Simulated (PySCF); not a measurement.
C2H5BF2. Atoms are numbered in the order given.

```xyz
10

B      0.0137     0.6086     0.0000
F     -1.3127     0.7028     0.0000
F      0.6761     1.7622     0.0000
C      0.7652    -0.7662     0.0000
C     -0.1242    -2.0139     0.0000
H      1.4469    -0.7665     0.8721
H      1.4469    -0.7665    -0.8721
H     -0.7773    -2.0386    -0.8864
H     -0.7773    -2.0386     0.8864
H      0.4755    -2.9373     0.0000
```

Coordinates come from a TPSSh-D3(BJ)/def2-SVP optimisation. One conformer was computed; it need not be the lowest.

Level of theory: TDA-PBE/def2-SVPD (PySCF).

Vertical excitations. Isolated molecule, no solvent. State labels are in the subgroup Cs.

Problem. Give excitation energies, oscillator strengths and character. (Estimate from the structure and the level; the computed values follow.)

Solution. 
| state | symmetry | energy (eV) | λ (nm) | f | main pairs |
|---|---|---|---|---|---|
| S1 | A" | 7.46 | 166 | 0.012 | HOMO→LUMO 98 % |
| S2 | A' | 7.70 | 161 | 0.009 | HOMO→LUMO+1 100 % |
| S3 | A' | 7.97 | 156 | 0.032 | HOMO−1→LUMO 97 % |
| S4 | A" | 8.26 | 150 | 0.000 | HOMO−1→LUMO+1 99 % |
| S5 | A" | 8.37 | 148 | 0.000 | HOMO−2→LUMO 99 % |
| S6 | A' | 8.67 | 143 | 0.046 | HOMO→LUMO+2 99 % |
| S7 | A' | 8.94 | 139 | 0.002 | HOMO−2→LUMO+1 98 % |
| S8 | A" | 8.95 | 139 | 0.002 | HOMO−3→LUMO 99 % |
| S9 | A' | 9.14 | 136 | 0.021 | HOMO→LUMO+3 98 % |
| S10 | A" | 9.25 | 134 | 0.020 | HOMO−1→LUMO+2 99 % |
| T1 | A" | 6.71 | 185 | 0 | HOMO→LUMO 99 % |
| T2 | A' | 7.50 | 165 | 0 | HOMO→LUMO+1 59 %, HOMO−1→LUMO 41 % |
| T3 | A' | 7.58 | 163 | 0 | HOMO−1→LUMO 59 %, HOMO→LUMO+1 41 % |
| T4 | A" | 8.09 | 153 | 0 | HOMO−1→LUMO+1 98 % |
Triplets are in the Tamm–Dancoff approximation.
